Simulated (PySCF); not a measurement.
Si(I)3(OH), SMILES O[Si](I)(I)I (HI3OSi) at its PBE0/def2-SVP optimised geometry (Å):

```
6

O     -1.5096     0.4921     0.0000
Si    -0.9369    -1.0509     0.0000
I     -1.7207    -2.2499     1.9833
I     -1.7987    -2.0728    -2.0221
I      1.5096    -1.0509     0.0000
H     -1.2601     1.0509     0.7459
```

Calculation: PBE0/def2-TZVP, def2 effective core potentials past Kr (PySCF). The core electrons that the potentials of I replace are not part of the density. Cells within 0.4 Å of a nucleus heavier than hydrogen are left out (blank, or x).

Map of the Laplacian of the electron density (e/bohr⁵), clipped to [-1.50, 1.50] on the plane z = 0.0 Å:

```
|5555555555555555555555555555555|
|5555555555555555555555555555555|
|5555555555555555555555555555555|
|5555555555555555555555555555555|
|5555555555555555555555555555555|
|5555555555555555555555555555555|
|5555555555555555555555555555555|
|5555555555555555555555555555555|
|5555555555555555555555555555555|
|5555555555555555555555555555555|
|5555555556655555555555555555555|
|5555555666665555555555555555555|
|555555563xx66555555555555555555|
|55555556xxx26555555555555555555|
|555555560xx36555555555555555555|
|5555555663355555555555555555555|
|5555555565555555555699755555555|
|5555555555899854556999995555555|
|55555555569xx9644599xx096555555|
|5555555558xxx9744598xxx96555555|
|55555555569xx9644599xx996555555|
|5555555555799754556999985555555|
|5555555555555555555688655555555|
|5555555555555555555555555555555|
|5555555555555555555555555555555|
|5555555555555555555555555555555|
|5555555555555555555555555555555|
|5555555555555555555555555555555|
|5555555555555555555555555555555|
|5555555555555555555555555555555|
|5555555555555555555555555555555|
```
Scale: ten equal steps from -1.50 (start of '0') to 1.50 (end of '9'), in the order '0123456789'; x runs from -4.00 to 4.00, y from -4.00 (bottom) to 4.00 (top).
